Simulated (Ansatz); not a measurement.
Consider the atomization: `FC[SiH](F)F` → C• + 3 F• + 3 H• + Si•.

Computed with Ansatz on PBE0-D4/def2-TZVP structures; ΔE is electronic, products minus reactants. CCSD(T)/CBS is the MP2 limit (def2-TZVPP, def2-QZVPP) plus CCSD(T) − MP2 in def2-TZVPP, frozen cores. This one scheme is used for every species, atoms too. Functionals use def2-TZVPP. B3LYP here is the variant with VWN-RPA as its local correlation; programs differ in this. Open shells (•) are unrestricted, without spin–orbit coupling. Spin–orbit coupling would lower the free atoms: a little for C, F, Si. Each species was taken in one conformer, which may not be the lowest.

`FC[SiH](F)F`:

Cartesian coordinates in Å:
```
F -0.113 0.214 1.923
C -0.406 0.634 0.630
Si 0.390 -0.537 -0.597
F 0.145 0.060 -2.048
F -0.326 -1.950 -0.530
H -0.032 1.655 0.502
H -1.495 0.660 0.509
H 1.835 -0.736 -0.389
```

**Question.** What is ΔE at CCSD(T)/CBS? (Best estimate.)

**Answer.** Ansatz gave: +3142.1 kJ/mol.

**Question.** What do these levels give: LDA (SPW92), r2SCAN0-D4, BLYP, B3LYP, CAM-B3LYP, CCSD/def2-SVP? (An estimate is asked.)

**Answer.** Ansatz gave: LDA (SPW92) 3595.2, r2SCAN0-D4 3062.7, BLYP 3091.1, B3LYP 3089.2, CAM-B3LYP 3135.3, CCSD/def2-SVP 2879.4 kJ/mol.

Largest T1 diagnostic among the species: 0.012.

From r2SCAN to r2SCAN0 (25 % exact exchange), in def2-TZVPP and without D4, ΔE moves by −69.9 kJ/mol: exact exchange takes away binding that semilocal exchange gives to molecules. The D4 term adds +21.1 kJ/mol with B3LYP and +10.9 kJ/mol with PBE0; it sums over pairs of atoms, weighted by their polarisabilities, and B3LYP, whose exchange is more repulsive, gets the larger term.

For atomizations the MP2-based limit and the directly extrapolated one differ by several kJ/mol either way, and by 10 to 25 for some Ge, Se and Sn compounds, so smaller differences from it don't rank the levels.
